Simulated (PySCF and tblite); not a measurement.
Results of a calculation; reference values are marked as such.
C7H10O, numbered as in [CH:1]#[C:2][C@H:3]1[CH2:4][CH2:5][CH2:6][O:7][CH2:8]1.

Conformers came from 90 starts (ETKDG and KDG, MMFF94s, GFN2-xTB); geometries are PBE0-D3(BJ)/def2-SVP. Weights use PBE0-D3(BJ)/def2-TZVP energies plus GFN2-xTB zero-point and thermal terms (modes under about 100 cm⁻¹ blended into free rotors). Symmetry numbers and mirror images are counted. Conformers within 4 kcal/mol (GFN2-xTB free energy) were kept, 5 at most. (PySCF 2.14, tblite 0.8.)

Rotational constants are equilibrium values for the commonest isotopes; dipoles come from the energy level named.

The 6-ring runs over atoms 3–4–5–6–7–8.

| conformer | shape | symmetry |
| --- | --- | --- |
| 1 | 6-ring chair (all substituents equatorial) | C1 |
| 2 | 6-ring chair (C2 axial) | C1 |

(1) Give the rotational constants and dipole components, as needed to look for these species in a jet-cooled rotational spectrum.

(2) Which type of transition is strongest for conformer 1?

Answers

(1) 
```tsv
conformer	A (MHz)	B (MHz)	C (MHz)	abs μa (D)	abs μb (D)	abs μc (D)	κ	Ic−Ia−Ib (u Å²)
1	4492	1430	1159	0.27	1.15	0.46	-0.84	-29.9
2	3205	1767	1564	0.61	1.14	1.04	-0.75	-120.6
```

(2) b-type, since that component is clearly the largest; the top is near-prolate.
